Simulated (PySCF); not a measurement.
Compound: CH₄NSSi₂ (charge -1).
Atom-mapped SMILES: `[N:1]#[C:2][SiH-:3][S:4][SiH3:5]` (hydrogens: H6 on Si3; H7, H8, H9 on Si5)

Computed with PySCF 2.14.0, PBE0-D3(BJ)/def2-SVP geometry optimisation, gas phase.

(1) What internal coordinates does the optimisation give?

## Answers

(1) 
```json
{"bond": "N1≡C2", "length (Å)": "1.166", "order": "triple"}
{"bond": "C2–Si3", "length (Å)": "1.922", "order": "single"}
{"bond": "Si3–S4", "length (Å)": "2.288", "order": "single"}
{"bond": "S4–Si5", "length (Å)": "2.107", "order": "single"}
{"bond": "Si3–H6", "length (Å)": "1.539", "order": "single"}
{"bond": "Si5–H7, Si5–H9", "length (Å)": "1.500", "order": "single"}
{"bond": "Si5–H8", "length (Å)": "1.511", "order": "single"}
```

Bonds in one row agree within 0.01 Å and their mean is given. Orders are formal, as drawn. A selection of angles:
```json
{"angle": "N1–C2–Si3", "degrees": "172.6"}
{"angle": "C2–Si3–S4", "degrees": "97.4"}
{"angle": "C2–Si3–H6", "degrees": "92.5"}
{"angle": "S4–Si3–H6", "degrees": "96.1"}
{"angle": "Si3–S4–Si5", "degrees": "99.9"}
{"angle": "S4–Si5–H7", "degrees": "113.9"}
{"angle": "S4–Si5–H8", "degrees": "109.8"}
{"angle": "H7–Si5–H8", "degrees": "106.4"}
{"angle": "H7–Si5–H9", "degrees": "107.3"}
```

Torsions: C2–Si3–S4–Si5 -66° (synclinal). The mirror-image conformer, all signs reversed, is as good.

Si3 (silicon bonded to C, S and H) is pyramidal (angles 97.4°, 96.1° and 92.5°, sum 286.0°, 0.97 Å off the plane of its three neighbours). Si5 (SiH3 silicon) is distorted tetrahedral (angles from 105.1° to 113.9°). S4 (sulfur bonded to 2 Si) is bent (angle 99.9°). The S–Si distances run from 2.107 Å (S4–Si5, drawn single) to 2.288 Å (Si3–S4, drawn single), a spread of 0.181 Å.

Point group: C1 (no symmetry element, even within 0.4 Å). No frequency check. The geometry's basis has no diffuse functions, a weakness for an anion.
